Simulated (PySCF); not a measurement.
A PySCF script (with the pyscf-properties extension) for the NMR shieldings of `C1=C(Cl)C[Si@@H](CC=C)C=C1`, C8H11ClSi, on a GFN2-xTB geometry:

```python
import basis_set_exchange as bse
import numpy as np
from pyscf import gto, dft
from pyscf.prop import nmr

atoms = """
C    -2.738523   -0.488011    1.087673
C    -2.154573    0.511676    0.449867
C    -1.770932    0.485324   -0.986844
Si    0.119544    0.230174   -1.190426
C     1.107847    1.587626   -0.367938
C     2.093823    1.294191    0.489140
C     2.502010   -0.035658    0.875451
C     1.883467   -1.172008    0.542260
Cl    2.564021   -2.668740    1.120997
C     0.633002   -1.340049   -0.235388
H    -3.015922   -1.398188    0.579388
H    -2.977820   -0.437444    2.136170
H    -1.888243    1.413850    0.985359
H    -2.051052    1.423816   -1.463811
H    -2.300306   -0.317088   -1.499902
H     0.430777    0.112330   -2.626807
H     0.910680    2.627634   -0.587380
H     2.669989    2.090169    0.946564
H     3.387841   -0.094160    1.492965
H    -0.160138   -1.615707    0.466988
H     0.745588   -2.192793   -0.905393
"""
names = dict.fromkeys(["C", "Si", "Cl", "H"], "pcSseg-1")
basis = {el: gto.basis.parse(bse.get_basis(n, elements=[el], fmt="nwchem")) for el, n in names.items()}
mol = gto.M(atom=atoms, basis=basis, charge=0, verbose=0)
mf = dft.RKS(mol, xc="PBE0")
mf.grids.level = 2
mf.grids.alignment = dft.numint.BLKSIZE   # the property module wants whole blocks of grid points
mf.conv_tol = 1e-9
mf.kernel()

calc = nmr.RKS(mf)   # GIAO
C = mf.mo_coeff
Co = C[:, mf.mo_occ > 0]
resp = mf.gen_response(singlet=True, hermi=2)
def vind(x):   # induced exchange potential for any number of trial vectors
    d = np.einsum("pi,xij,qj->xpq", C, 2 * x.reshape(-1, C.shape[1], Co.shape[1]), Co, optimize=True)
    return np.einsum("xpq,pi,qj->xij", resp(d - d.transpose(0, 2, 1)), C, Co, optimize=True).ravel()
mo1, _ = nmr.rhf.solve_mo1(calc, with_cphf=vind)
sigma = calc.kernel(mo1)
for i, s in enumerate(sigma):   # ppm
    print("%2d %-2s %9.2f" % (i, mol.atom_pure_symbol(i), np.trace(s) / 3))
```

Question: What are the results?

Answer: 
```
 0 C      66.15
 1 C      42.35
 2 C     161.78
 3 Si    382.35
 4 C      64.43
 5 C      35.29
 6 C      57.21
 7 C      32.35
 8 Cl    623.19
 9 C     168.15
10 H      26.47
11 H      26.37
12 H      25.76
13 H      29.60
14 H      30.08
15 H      26.67
16 H      25.87
17 H      24.80
18 H      25.54
19 H      29.20
20 H      30.00
```

These numbers come from an equivalent density-fitted implementation of the same equations, which agrees with the script to about 0.01 ppm for H and up to a few tenths of a ppm for heavy atoms, so last digits may differ.

Question: Turn these shieldings into chemical shifts. Scale: 13C (186.93 ppm), 29Si (349.16 ppm), 1H (31.72 ppm) vs TMS; 35Cl (949.78 ppm) vs HCl (reference shieldings calculated alike).

Answer: Averaging equivalent atoms: C 7: 154.6; C 5: 151.6; C 1: 144.6; C 6: 129.7; C 4: 122.5; C 0: 120.8; C 2: 25.1; C 9: 18.8; Si 3: -33.2; Cl 8: 327; H 17: 6.92; H 18: 6.17; H 12: 5.96; H 16: 5.85; H 11: 5.35; H 10: 5.24; H 15: 5.04; H 19: 2.51; H 13: 2.12; H 20: 1.72; H 14: 1.64 ppm. 

Size and cost of the density-fitted run: 239 basis functions, 2.2 min wall time on 1 thread of an Intel Xeon, shared host; peak memory 1.1 GiB.
